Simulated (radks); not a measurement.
Values are calculated unless marked as measured or tabulated.
Spherical quantum dot in the effective-mass picture: electrons in a hard-walled sphere of radius 3.95, with a point charge +1 (a donor) at the centre, all in effective atomic units (hartree* = m*/eps^2 hartree, bohr* = eps/m* bohr), one dielectric constant everywhere. Level of theory: non-relativistic Kohn-Sham, exchange-only LDA, spin-polarised, spherical densities (a radial shooting solver with Libxc functionals). Levels are named by radial order and angular momentum (1s, 1p, 1d, 2s, ...), and open shells are averaged over m. Each electron was tried in the lowest free levels, single moves between levels near the top were tried too, and the lowest total energy was kept; such a search can miss a lower state. At N = 1 the Hartree and exchange-correlation terms need not cancel, so that row can carry a self-interaction error.

\begin{tabular}{lrrrrrrr}
N & open shells & 2S & E (hartree*) & mu = E(N) - E(N-1) (hartree*) & addition energy mu(N+1) - mu(N) (hartree*) & e(HOMO) (hartree*) & rms radius (bohr*) \\ \hline
1 & 1s(up 1, down 0) & 1 & -0.432806 & -0.43281 & 0.6129 & -0.19415 & 1.539 \\
2 & none & 0 & -0.252759 & 0.18005 & 0.7929 & 0.35951 & 1.769 \\
3 & 1p(up 1, down 0) & 1 & 0.720178 & 0.97294 & 0.3146 & 1.1269 & 2.061 \\
4 & 1p(up 2, down 0) & 2 & 2.00769 & 1.2875 & 0.3254 & 1.4495 & 2.210 \\
5 & 1p(up 3, down 0) & 3 & 3.62056 & 1.6129 & 0.4518 & 1.7766 & 2.306 \\
6 & 1p(up 3, down 1) & 2 & 5.68519 & 2.0646 & 0.2976 & 2.2099 & 2.381 \\
7 & 1p(up 3, down 2) & 1 & 8.04739 & 2.3622 & 0.3102 & 2.5163 & 2.438 \\
8 & none & 0 & 10.7198 & 2.6724 & 0.6663 & 2.8293 & 2.484 \\
9 & 1d(up 1, down 0) & 1 & 14.0586 & 3.3388 & 0.3024 & 3.4895 & 2.536 \\
10 & 1d(up 2, down 0) & 2 & 17.6998 & 3.6412 & 0.3047 & 3.7933 & 2.578 \\
11 & 1d(up 3, down 0) & 3 & 21.6457 & 3.9459 & 0.3059 & 4.0987 & 2.614 \\
12 & 1d(up 4, down 0) & 4 & 25.8975 & 4.2518 & 0.3066 & 4.4051 & 2.645 \\
13 & 1d(up 5, down 0) & 5 & 30.4560 & 4.5584 & 0.4152 & 4.7118 & 2.672 \\
14 & 1d(up 5, down 1) & 4 & 35.4296 & 4.9737 & 0.2954 & 5.1208 & 2.696 \\
15 & 1d(up 5, down 2) & 3 & 40.6987 & 5.2691 & 0.2980 & 5.4178 & 2.718 \\
16 & 1d(up 5, down 3) & 2 & 46.2658 & 5.5671 & 0.2996 & 5.7167 & 2.738 \\
17 & 1d(up 5, down 4) & 1 & 52.1325 & 5.8667 & 0.3006 & 6.0169 & 2.756 \\
18 & none & 0 & 58.2997 & 6.1673 & 0.4895 & 6.3178 & 2.773 \\
19 & 2s(up 1, down 0) & 1 & 64.9565 & 6.6568 & 0.5333 & 6.8670 & 2.765 \\
20 & 2s(up 1, down 0) 1f(up 1, down 0) & 2 & 72.1467 & 7.1901 & 0.2958 & 7.3379 & 2.783 \\
21 & 2s(up 1, down 0) 1f(up 2, down 0) & 3 & 79.6326 & 7.4859 & 0.2962 & 7.6339 & 2.799 \\
22 & 2s(up 1, down 0) 1f(up 3, down 0) & 4 & 87.4147 & 7.7821 & 0.2966 & 7.9304 & 2.814 \\
23 & 2s(up 1, down 0) 1f(up 4, down 0) & 5 & 95.4934 & 8.0787 & 0.2968 & 8.2270 & 2.828 \\
24 & 2s(up 1, down 0) 1f(up 5, down 0) & 6 & 103.869 & 8.3755 & 0.2969 & 8.5239 & 2.841 \\
25 & 2s(up 1, down 0) 1f(up 6, down 0) & 7 & 112.541 & 8.6724 & - & 8.8208 & 2.853 \\
\end{tabular}

All shells are closed at N = 2, 8, 18 (there: 1s2 1p6 1d10); the second difference of the energy has clear peaks (12 % above both neighbours; the first and last values, which can be the largest, are not judged, and half-filled shells can peak too) at N = 2, 5, 8, 13.
